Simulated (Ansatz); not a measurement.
Computed with Ansatz on PBE0-D4/def2-TZVP structures; ΔE is electronic, products minus reactants. CBS: MP2 limit from def2 TZ/QZ plus the TZ coupled-cluster correction, frozen cores. DFT in def2-TZVPP. For Ge outer-core shells are correlated without core-valence functions, which leaves a few kJ/mol of doubt a bond. Scalar relativity is left out up to krypton. One conformer a species, not always the lowest.

Reaction (redistribution): `[Cl][AlH][GeH3]` + `CN([SiH3])[SiH2]Cl` → `[Cl][Al]([Cl])[GeH3]` + `CN([SiH3])[SiH3]`

`[Cl][AlH][GeH3]`:

Cartesian coordinates in Å:
```
Cl 2.020 -1.168 1.778
Al 1.246 -0.595 -0.090
Ge -0.974 0.483 -0.093
H 2.149 -0.900 -1.350
H -2.040 -0.452 0.508
H -0.965 1.767 0.757
H -1.436 0.865 -1.511
```

`CN([SiH3])[SiH2]Cl`:

Z-matrix (Å, degrees):
```
C
N 1 1.464
H 1 1.095 2 112.1
H 1 1.094 2 110.6 3 -120.8
H 1 1.093 2 110.7 3 120.4
Si 2 1.734 1 116.3 3 75.9
Si 2 1.707 1 118.2 3 -93.4
H 6 1.483 2 108.2 1 179.5
H 6 1.488 2 109.2 1 59.1
H 6 1.489 2 111.6 1 -59.7
Cl 7 2.067 2 112.8 1 72.3
H 7 1.477 2 109.2 1 -168.7
H 7 1.481 2 109.3 1 -44.4
```

`[Cl][Al]([Cl])[GeH3]`:

```xyz
7

Cl    1.976   -2.220   -0.278
Al    0.985   -0.445   -0.762
Cl    1.626    0.562   -2.478
Ge   -0.846    0.396    0.641
H    -1.974   -0.647    0.718
H    -0.341    0.649    2.072
H    -1.426    1.706    0.087
```

`CN([SiH3])[SiH3]`:

Cartesian coordinates in Å:
```
C 1.289 0.318 -0.710
N 0.072 0.020 0.043
Si -0.241 -1.641 0.392
Si -1.018 1.330 0.312
H 1.648 1.327 -0.484
H 2.092 -0.374 -0.440
H 1.137 0.250 -1.793
H -1.444 -1.724 1.254
H 0.938 -2.233 1.083
H -0.469 -2.447 -0.843
H -0.289 2.457 0.958
H -2.120 0.856 1.184
H -1.594 1.859 -0.958
```

| species | B2PLYP energy (Eh) |
| --- | --- |
| `[Cl][AlH][GeH3]` | -2781.49909 |
| `CN([SiH3])[SiH2]Cl` | -1136.55940 |
| `[Cl][Al]([Cl])[GeH3]` | -3241.07258 |
| `CN([SiH3])[SiH3]` | -677.00740 |

Question: Work out ΔE.

Answer: ΔE = (-3241.07258) + (-677.00740) − (-2781.49909) − (-1136.55940) = -0.02149 Eh = -56.4 kJ/mol. CCSD(T)/CBS gives -55.0 kJ/mol.

Largest T1 diagnostic among the species: 0.011.

Leaving LDA and LC-ωPBE aside and taking each functional with its dispersion term where it has one, the values, not all of them listed here, spread over 7.8 kJ/mol, from B2PLYP to B97M-V. At CCSD(T), def2-SVP lies −10.5 kJ/mol from the extrapolated value and def2-TZVPP −1.1 kJ/mol.
